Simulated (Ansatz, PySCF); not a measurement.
Stepwise substitution at one centre (In Cl-NH2). All species are isolated molecules in the gas phase. One relaxed conformer stands for each flexible species; it need not be the lowest. Strings in code marks are SMILES.

Quantity: redistribution energy (mixed species minus the weighted end members), in kJ/mol.

Level 1: frozen-core CCSD(T)/def2-TZVPP // B3LYP-D3(BJ)/def2-TZVP (Ansatz, an electronic-structure program)
Level 2: B3LYP-D3(BJ)/def2-TZVP (PySCF)
Level 3: PBE-D3(BJ)/def2-TZVP // B3LYP-D3(BJ)/def2-TZVP (PySCF)
Level 4: M06-2X/6-31G* (LANL2DZ on In) // B3LYP-D3(BJ)/def2-TZVP (PySCF)

```json
[
 {"species": "1 of 3 Cl replaced by NH2: `[NH2][In]([Cl])[Cl]`", "level 1": "-13.46", "level 2": "-13.94", "level 3": "-14.31", "level 4": "-20.76"},
 {"species": "2 of 3 Cl replaced by NH2: `[NH2][In]([Cl])[NH2]`", "level 1": "-14.56", "level 2": "-15.31", "level 3": "-15.67", "level 4": "-21.84"}
]
```
